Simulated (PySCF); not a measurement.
Sn(OMe)2(NH2)2, C2H10N2O2Sn, SMILES C[O][Sn]([NH2])([NH2])[O]C, singlet (GFN2-xTB optimised geometry):

```
17

C     -0.427    -2.132     2.867
O     -0.979    -2.214     1.580
Sn    -0.402    -1.147     0.000
N      1.639    -1.147     0.000
N     -1.380    -1.975    -1.562
O     -0.979     0.760     0.000
C     -0.435     1.779     0.796
H     -0.737    -1.221     3.384
H      0.663    -2.182     2.858
H     -0.813    -2.995     3.414
H      1.989    -2.098    -0.061
H      1.989    -0.661    -0.821
H     -1.988    -1.282    -1.990
H     -1.989    -2.717    -1.229
H     -0.755     1.695     1.837
H      0.657     1.799     0.761
H     -0.815     2.717     0.385
```

Level of theory: CAM-B3LYP/def2-SVP, def2 effective core potentials past Kr (PySCF).

Task: What are the frontier orbital energies and the dipole moment?

Result: HOMO-2 -8.91 eV, HOMO-1 -8.74 eV, HOMO -8.72 eV, LUMO 0.41 eV, LUMO+1 2.29 eV; dipole moment 0.92 D.

On the same geometry PBE/def2-SVP, def2 effective core potentials past Kr run with PySCF gives HOMO-2 -5.94 eV, HOMO-1 -5.70 eV, HOMO -5.67 eV, LUMO -1.61 eV, LUMO+1 0.52 eV; dipole moment 0.89 D.
